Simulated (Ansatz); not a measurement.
**How methods differ on SnO (SMILES [O]=[Sn])**

The species is SnO (2 atoms), meant as a singlet with charge 0. SMILES: `[O]=[Sn]`. The shape comes from GFN2-xTB, which is rough for such elements, and wasn't checked as a minimum.

```xyz
2

O     0.0000    0.0000    0.0000
Sn    0.0000    0.0000    1.8036
```

Quantity: the electronic atomisation energy, in eV. The values are calculated. Electronic energies at fixed atoms, without zero-point motion or spin-orbit coupling.

```json
{"level": "HF/STO-3G", "kind": "Hartree–Fock", "program": "Ansatz", "value (eV)": "1.04", "less FCI/STO-3G": "-4.21", "CPU time (all runs)": "0.62 s"}
{"level": "SVWN5/STO-3G", "kind": "LDA", "program": "Ansatz", "value (eV)": "8.46", "less FCI/STO-3G": "+3.21", "CPU time (all runs)": "2 s"}
{"level": "revPBE/STO-3G", "kind": "GGA", "program": "Ansatz", "value (eV)": "7.09", "less FCI/STO-3G": "+1.84", "CPU time (all runs)": "3.5 s"}
{"level": "BHLYP/STO-3G", "kind": "global hybrid", "program": "Ansatz", "value (eV)": "4.86", "less FCI/STO-3G": "-0.39", "CPU time (all runs)": "2.5 s"}
{"level": "wB97X/STO-3G", "kind": "range-separated hybrid", "program": "Ansatz", "value (eV)": "5.67", "less FCI/STO-3G": "+0.42", "CPU time (all runs)": "11 s"}
{"level": "B2PLYP/STO-3G", "kind": "double hybrid", "program": "Ansatz", "value (eV)": "6.22", "less FCI/STO-3G": "+0.97", "CPU time (all runs)": "3.4 s"}
{"level": "CCSDT(Q)/STO-3G", "kind": "coupled cluster or CI", "program": "Ansatz", "value (eV)": "5.21", "less FCI/STO-3G": "-0.04", "CPU time (all runs)": "1.6 s"}
{"level": "FCI/STO-3G", "kind": "exact in the basis", "program": "Ansatz", "value (eV)": "5.25", "less FCI/STO-3G": "0.00", "CPU time (all runs)": "1.4 s"}
```

FCI/STO-3G is exact within its basis and frozen core, so for wave-function methods in that basis the difference is their error; functionals converge differently with the basis, so for them it is only a difference. All-electron rows without a relativistic Hamiltonian named are non-relativistic. The values span 1.04 to 8.46 eV. All rows use very small basis sets, so even the best lies far from the true value. In the correlated wave-function rows the outer d shell of Sn is correlated, in sets not made for it. Times are those of the runs behind each value, whatever else they computed, on shared processors of several kinds: orders of magnitude only.
